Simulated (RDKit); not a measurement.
Input for RDKit: UFF on C6H6 (SMILES c1ccccc1).

```python
from rdkit import Chem
from rdkit.Chem import AllChem, rdDetermineBonds

blocks = [
'''12

C     0.00000000    1.39825442   -0.00000000
C     1.21092366    0.69912821   -0.00000000
C     1.21092366   -0.69912821   -0.00000000
C    -0.00000000   -1.39825442   -0.00000000
C    -1.21092366   -0.69912821    0.00000000
C    -1.21092366    0.69912821    0.00000000
H     0.00000000    2.49112725    0.00000000
H     2.15737631    1.24556903    0.00000000
H     2.15737631   -1.24556903    0.00000000
H    -0.00000000   -2.49112725    0.00000000
H    -2.15737631   -1.24556903   -0.00000000
H    -2.15737631    1.24556903    0.00000000
''',
]
mol = None
for b in blocks:
    f = Chem.MolFromXYZBlock(b)
    rdDetermineBonds.DetermineBonds(f, charge=0)
    mol = f if mol is None else Chem.CombineMols(mol, f)
Chem.SanitizeMol(mol)
print(Chem.MolToSmiles(Chem.RemoveHs(mol)))
ff = AllChem.UFFGetMoleculeForceField(mol, vdwThresh=100.0, ignoreInterfragInteractions=False)
e = ff.CalcEnergy()
print(f'UFF energy {e:.6f} kcal/mol')
```

It printed:

```
c1ccccc1
UFF energy 10.786335 kcal/mol
```

The run finished.

Cost: roughly 0.03 core-seconds.
